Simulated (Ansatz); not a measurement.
Stepwise reaction of `[NH2][Nb](=[O])([OH])[OH]` with hydrogen chloride, as a gas-phase model of exchange steps in deposition or etching. ΔE in kJ/mol.

Program: Ansatz. Geometries: PBE0-D4/def2-TZVP. ΔE: electronic, gas phase. CCSD(T)/CBS is the MP2 limit (def2-TZVPP, def2-QZVPP) plus CCSD(T) − MP2 in def2-TZVPP, frozen cores. This one scheme is used for every species. Functionals use def2-TZVPP. B3LYP here is the variant with VWN-RPA as its local correlation; programs differ in this. Elements past krypton have def2 core potentials. For Nb outer-core shells are correlated without core-valence functions, which leaves a few kJ/mol of doubt a bond. One conformer a species, not always the lowest.

| step | reaction | PBE-D4 | B3LYP-D4 | ωB97M-V | CCSD(T)/CBS |
| --- | --- | --- | --- | --- | --- |
| 1 | `[NH2][Nb](=[O])([OH])[OH]` + HCl → `[NH2][Nb](=[O])([OH])[Cl]` + H₂O | -49.2 | -47.3 | -46.7 | -52.9 |
| 2 | `[NH2][Nb](=[O])([OH])[Cl]` + HCl → `[NH2][Nb](=[O])([Cl])[Cl]` + H₂O | -40.3 | -38.4 | -37.0 | -44.7 |

By hand: ΔE of the 2 steps together at CCSD(T)/CBS.

(-52.9) + (-44.7) = -97.6 kJ/mol, or -48.8 kJ/mol a step.

In ΔE each step is higher than the one before. All are downhill at CCSD(T)/CBS. PBE-D4 differs from CCSD(T)/CBS by 3.7 to 4.4 kJ/mol a step. Isolated molecules leave out the surface, adducts and barriers. Largest T1 diagnostic: 0.022.
